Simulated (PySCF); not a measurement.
GeS, SMILES [Ge]=[S] (connectivity only; charge and spin as stated), neutral, multiplicity 1. Atoms are numbered in the order given.

```xyz
2

Ge     0.0000     0.0000    -0.6762
S      0.0000     0.0000     1.3523
```
Charge 0, spin multiplicity 1.

Coordinates come from a B3LYP-D3(BJ)/def2-TZVP optimisation.

Calculation: B3LYP/pcSseg-2 in PySCF.

GIAO shieldings, no solvent; atoms alike by connectivity are averaged. δ = σ(ref) − σ: ⁷³Ge against GeH4 (σ = 1629.1 ppm); ³³S against H2S (σ = 688.9 ppm), references at their B3LYP-D3(BJ)/def2-TZVP geometries, non-relativistic.

| nucleus | atoms | count | δ (ppm) |
|---|---|---|---|
| ⁷³Ge | Ge1 | 1 | 1369.2 |
| ³³S | S2 | 1 | 995.7 |
